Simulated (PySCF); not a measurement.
Compound: CH₈O₂Si₄.
Structure used (PBE0-D3(BJ)/def2-SVP), in Å, numbered top down from 1:
```
atom  x, y, z in Å
O1    -1.615   -0.078    0.977
C2    -2.404   -0.022    0.061
O3    -2.047    0.074   -1.197
Si4   -0.307    0.114   -1.442
Si5    0.750   -1.657   -0.279
Si6    1.462   -0.103    1.358
Si7    0.724    1.688   -0.004
H8    -3.503   -0.044    0.199
H9    -0.221    0.237   -2.925
H10    1.892   -2.223   -1.067
H11   -0.141   -2.777    0.150
H12    0.774   -0.218    2.675
H13    2.944   -0.111    1.571
H14   -0.180    2.712    0.603
H15    1.858    2.390   -0.687
```

Theory: PBE0-D3(BJ)/def2-SVP geometry optimisation, gas phase (PySCF 2.14.0).

Masses are those of the commonest isotopes; rigid-rotor values at the optimised geometry. The values belong to one conformer with, in the numbering `[O:1]=[CH:2][O:3][SiH:4]1[SiH2:5][SiH2:6][SiH2:7]1`, O1–C2–O3–Si4 0°, C2–O3–Si4–Si5 50°, O3–Si4–Si5–Si6 -104°, Si4–Si5–Si6–Si7 -9°, Si5–Si6–Si7–Si4 9°, O3–Si4–Si7–Si6 103°.

(1) Give the principal moments of inertia and the rotational constants in GHz.

(2) Classify the top.

(3) What does the inertial defect say?

(4) Give the other two planar moments, Paa and Pbb, and the rms extents of the mass along the axes.

(5) Which types of transition are allowed, and where do some lines up to J = 2 fall?

(6) Estimate the classical rotational partition function at 100 K, 298.15 K and 500 K.

Results:

(1) Ia = 317.27, Ib = 468.52, Ic = 518.50 u·Å²; 505379 MHz·u·Å²/I gives 1593, 1079 and 974.7 MHz, that is A = 1.5929, B = 1.0787, C = 0.9747 GHz.

(2) An asymmetric top: κ = (2 × 1079 − 1593 − 974.7)/(1593 − 974.7) = -0.66.

(3) Not planar: Δ = Ic − Ia − Ib = -267.28 u·Å². For a rigid frame Δ = −2 Σ m c², so Σ m c² = 133.64 u·Å² lies off the ab plane: 19.30 from hydrogen and 114.34 from heavier atoms. The atom farthest from that plane is 2.53 Å away.

(4) Paa = Σ m a² = (Ib + Ic − Ia)/2 = 334.88 and Pbb = Σ m b² = (Ia + Ic − Ib)/2 = 183.63 u·Å². With the mass M = 163.96 u, the rms extents √(P/M) along a, b and c are 1.43, 1.06, 0.90 Å.

(5) The dipole components are |μa| = 1.13 D, |μb| = 0.00 D, |μc| = 0.38 D; the mirror of this Cs structure is the ac plane, so μb vanishes by symmetry (the 0.01 D computed is a residue) and there are no b-type lines. The squared components, which scale the intensities, stand as 1.00 : 0.11 (a : c). Some lines, for components of 0.1 D or more:

```
type  branch         J(Ka,Kc)   MHz  lower level (cm⁻¹)
   a       Q  2(1,1) ← 2(1,2)   312               0.219
   c       Q  2(1,2) ← 2(0,2)   424               0.205
   c       Q  1(1,1) ← 1(0,1)   514               0.068
   c       Q  2(2,1) ← 2(1,1)  1543               0.230
   a       R  1(0,1) ← 0(0,0)  2053               0.000
   c       R  1(1,0) ← 0(0,0)  2672               0.000
   a       R  2(1,2) ← 1(1,1)  4003               0.086
   a       R  2(0,2) ← 1(0,1)  4092               0.068
   a       R  2(1,1) ← 1(1,0)  4211               0.089
   c       R  2(1,1) ← 1(0,1)  4829               0.068
   c       R  2(2,0) ← 1(1,0)  5768               0.089
   c       R  2(2,1) ← 1(1,1)  5857               0.086
```

(6) Point group Cs, symmetry number σ = 1; q = (√π/σ)·√((kT/h)³/(ABC)), k/h = 20836.6 MHz/K: 130000 at 100 K, 671000 at 298.15 K, 1460000 at 500 K.

Not checked by PBE0-D3(BJ)/def2-SVP frequencies. No vibrational averaging or centrifugal distortion is included, and the geometry carries the error of its method.
